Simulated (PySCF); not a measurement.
Geometry:
```json
{"atom": "C1", "x (Å)": "2.845", "y (Å)": "-0.445", "z (Å)": "-0.100"}
{"atom": "C2", "x (Å)": "1.454", "y (Å)": "-1.001", "z (Å)": "-0.361"}
{"atom": "C3", "x (Å)": "0.328", "y (Å)": "-0.184", "z (Å)": "0.263"}
{"atom": "C4", "x (Å)": "0.366", "y (Å)": "-0.083", "z (Å)": "1.797"}
{"atom": "B5", "x (Å)": "-1.114", "y (Å)": "0.194", "z (Å)": "2.228"}
{"atom": "C6", "x (Å)": "-2.006", "y (Å)": "-0.027", "z (Å)": "0.962"}
{"atom": "C7", "x (Å)": "-1.086", "y (Å)": "-0.709", "z (Å)": "-0.063"}
{"atom": "C8", "x (Å)": "-1.512", "y (Å)": "-0.523", "z (Å)": "-1.510"}
{"atom": "H9", "x (Å)": "3.077", "y (Å)": "-0.419", "z (Å)": "0.976"}
{"atom": "H10", "x (Å)": "3.621", "y (Å)": "-1.053", "z (Å)": "-0.591"}
{"atom": "H11", "x (Å)": "2.939", "y (Å)": "0.585", "z (Å)": "-0.482"}
{"atom": "H12", "x (Å)": "1.388", "y (Å)": "-2.036", "z (Å)": "0.022"}
{"atom": "H13", "x (Å)": "1.291", "y (Å)": "-1.072", "z (Å)": "-1.450"}
{"atom": "H14", "x (Å)": "0.391", "y (Å)": "0.847", "z (Å)": "-0.143"}
{"atom": "H15", "x (Å)": "0.563", "y (Å)": "-1.093", "z (Å)": "2.226"}
{"atom": "H16", "x (Å)": "1.150", "y (Å)": "0.567", "z (Å)": "2.216"}
{"atom": "H17", "x (Å)": "-1.493", "y (Å)": "0.518", "z (Å)": "3.331"}
{"atom": "H18", "x (Å)": "-2.211", "y (Å)": "1.017", "z (Å)": "0.628"}
{"atom": "H19", "x (Å)": "-2.997", "y (Å)": "-0.490", "z (Å)": "1.089"}
{"atom": "H20", "x (Å)": "-1.084", "y (Å)": "-1.794", "z (Å)": "0.161"}
{"atom": "H21", "x (Å)": "-1.515", "y (Å)": "0.546", "z (Å)": "-1.780"}
{"atom": "H22", "x (Å)": "-0.842", "y (Å)": "-1.044", "z (Å)": "-2.212"}
{"atom": "H23", "x (Å)": "-2.529", "y (Å)": "-0.911", "z (Å)": "-1.678"}
```

Geometry: PBE0-D3(BJ)/def2-SVP; GIAO shifts from PySCF 2.14, gas phase, non-relativistic, averaged over equivalent atoms.

At wB97X-D/pcSseg-1 (211 basis functions, 94 s wall time on 1 thread of an Arm Neoverse N1, shared host):
```
      atoms  δ (ppm)
         C3     50.2
         C7     42.6
         C6     42.3
         C4     38.2
         C2     30.9
         C8     22.3
         C1     15.4
         B5     87.4
        H17     7.65
        H16     2.15
        H19     2.01
        H13     1.74
H21/H22/H23     1.13
        H20     1.06
 H9/H10/H11     1.06
        H14     0.76
        H12     0.72
        H18     0.33
        H15     0.12
```

Referencing at the same level of theory: TMS for ¹³C (σref 184.54), ¹H (σref 31.38); ¹¹B (σref 101.61) vs BF3·OEt2.

What do these become at PBE0/pcSseg-1?

Answers


| atoms | δ at PBE0/pcSseg-1 | change |
| --- | --- | --- |
| C3 | 51.0 | +0.8 |
| C7 | 43.3 | +0.7 |
| C6 | 44.5 | +2.2 |
| C4 | 40.1 | +1.9 |
| C2 | 31.4 | +0.5 |
| C8 | 22.1 | -0.2 |
| C1 | 15.3 | -0.1 |
| B5 | 91.3 | +3.9 |
| H17 | 7.91 | +0.26 |
| H16 | 2.29 | +0.14 |
| H19 | 2.13 | +0.12 |
| H13 | 1.80 | +0.06 |
| H21/H22/H23 | 1.14 | +0.01 |
| H20 | 1.12 | +0.06 |
| H9/H10/H11 | 1.05 | -0.01 |
| H14 | 0.81 | +0.05 |
| H12 | 0.73 | +0.01 |
| H18 | 0.39 | +0.06 |
| H15 | 0.17 | +0.05 |

Scale: ¹³C (σ = 184.41 ppm), ¹H (σ = 31.27 ppm) vs TMS; ¹¹B (σ = 100.73 ppm) vs BF3·OEt2 (reference shieldings calculated alike).

The largest change is at B5 (boron bonded to 2 C, H, in a 5-membered ring). Cost: 211 basis functions, 89 s wall time on 1 thread of an Arm Neoverse N1, shared host. The order of the carbon signals changes between the two levels.

A carbon bonded to boron is broadened by the quadrupolar boron nucleus and is often missing from a measured spectrum.
